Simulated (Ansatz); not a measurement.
P3IrH9Cl⁻, that is IrCl(PH3)3 with one electron more. Total charge -1; doublet. Geometry PBE-D4/def2-SVPD.

```xyz
14

Ir   -0.452   -0.369   -0.395
Cl   -1.434   -2.178   -1.874
P    -0.296   -1.721    1.422
H    -0.302   -1.119    2.740
H     0.865   -2.555    1.713
H    -1.228   -2.781    1.782
P    -0.619    1.533    0.728
H     0.277    2.638    0.431
H    -0.364    1.562    2.159
H    -1.785    2.420    0.848
P     0.953    0.412   -1.998
H     0.670    0.504   -3.424
H     2.288   -0.125   -2.235
H     1.425    1.779   -1.896
```

In the def2 sets Ir takes a core potential; there is no spin–orbit coupling. At PBE-D4/def2-TZVPD the highest occupied level of the relaxed charge -1 doublet lies above zero (up to 0.69 eV). By energy differences its removal costs 0.50 eV (each at its own geometry, to the charge 0 singlet, at PBE-D4/def2-TZVPD); the vertical value is larger still, so the positive level points to self-interaction error. No other spin state of charge -1 was run.

Estimate the α-spin orbital energies around the gap (eV) in Ansatz with PBE-D4/def2-TZVPD, PBE0-D4/def2-TZVPD.


| orbital | PBE-D4/def2-TZVPD | PBE0-D4/def2-TZVPD |
| --- | --- | --- |
| HOMO−5 | -2.35 | -3.55 |
| HOMO−4 | -1.64 | -2.70 |
| HOMO−3 | -1.21 | -2.30 |
| HOMO−2 | -0.83 | -1.84 |
| HOMO−1 | -0.59 | -1.54 |
| HOMO | 0.69 | -0.03 |
| LUMO | 2.20 | 2.81 |
| LUMO+1 | 2.56 | 3.05 |
| LUMO+2 | 2.64 | 3.21 |
| LUMO+3 | 2.97 | 3.56 |
| LUMO+4 | 3.33 | 3.88 |
| LUMO+5 | 3.39 | 4.15 |
| β HOMO | -0.43 | -1.33 |
| β LUMO | 1.12 | 2.08 |
